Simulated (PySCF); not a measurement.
PySCF 2.14 output of an unrestricted LDA calculation on a single atom or ion in aug-cc-pVTZ with one added diffuse shell each of s, p, d, f, g type (9s8p6d4f3g, 118 functions), with the non-relativistic Hamiltonian (point nucleus):

```
SCF conv_tol = 1e-09
number electrons alpha = 11  beta = 9
    P. A. M. Dirac.,  Math. Proc. Cambridge Philos. Soc. 26, 376 (1930)
    F. Bloch.,  Z. Phys. 57, 545 (1929)
    S. H. Vosko, L. Wilk, and M. Nusair.,  Can. J. Phys. 58, 1200 (1980)
cycle= 1 E= -846.17169873888  delta_E= -0.00978  |g|= 0.0174  |ddm|= 3.18
cycle= 2 E= -846.171753063495  delta_E= -5.43e-05  |g|= 0.0025  |ddm|= 0.226
cycle= 3 E= -846.17175469095  delta_E= -1.63e-06  |g|= 0.00021  |ddm|= 0.0149
cycle= 4 E= -846.171754700511  delta_E= -9.56e-09  |g|= 4.63e-05  |ddm|= 0.00361
cycle= 5 E= -846.171754701065  delta_E= -5.54e-10  |g|= 6.12e-06  |ddm|= 0.00121
converged SCF energy = -846.171754701065  <S^2> = 2.0001737  2S+1 = 3.0001158
```

The run itself started from symmetry-adapted Hartree-Fock orbitals and held the occupation by maximum overlap, on a logarithmic radial grid, so the iterations belong to that start.

Q: Which element, charge and spin multiplicity is this?

A: Ti²⁺ (titanium, charge +2), multiplicity 3; the state was [Ar] 3d1 4p1, one real determinant (an excited configuration).

⟨L²⟩ = 8.01 against 12 for a pure F term, so this real determinant mixes terms.
